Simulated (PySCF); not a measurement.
**Energy of W⁺ (tungsten, charge +1) between two integer charges**

The 6s alpha orbital of [Xe] 4f14 5d4 6s1 is emptied in steps (occupation f), with all orbitals relaxed, ending at [Xe] 4f14 5d4. All numbers are calculated (PySCF 2.14, scalar relativity through the core potential, in def2-TZVP with the def2 core potential (60 electrons) (6s4p3d1f, 40 functions)). The exact energy is a straight line in f; departures are measured from the line between the end points of the same method.

```csv
f,UHF (eV)
1,0.000
0.9,0.025
0.7,0.056
0.5,0.066
0.3,0.054
0.1,0.023
0,0.000
```

**Question.** For UHF, how does the orbital energy at f = 1 compare with the removal energy?

**Answer.** −ε = 15.239 eV against a total-energy difference of 14.961 eV. By Janak's theorem ε = ∂E/∂f, so the gap between them reflects the curvature. Along the path −ε is 15.178 (f = 0.9), 15.062 (f = 0.7), 14.954 (f = 0.5), 14.852 (f = 0.3), 14.757 (f = 0.1) eV.

Reference removal energy between the ground levels: 16.37 ± 0.15 eV (semi-empirical (NIST evaluation); NIST Atomic Spectra Database, ionization energies). The calculation has no spin-orbit coupling. UHF lacks correlation.
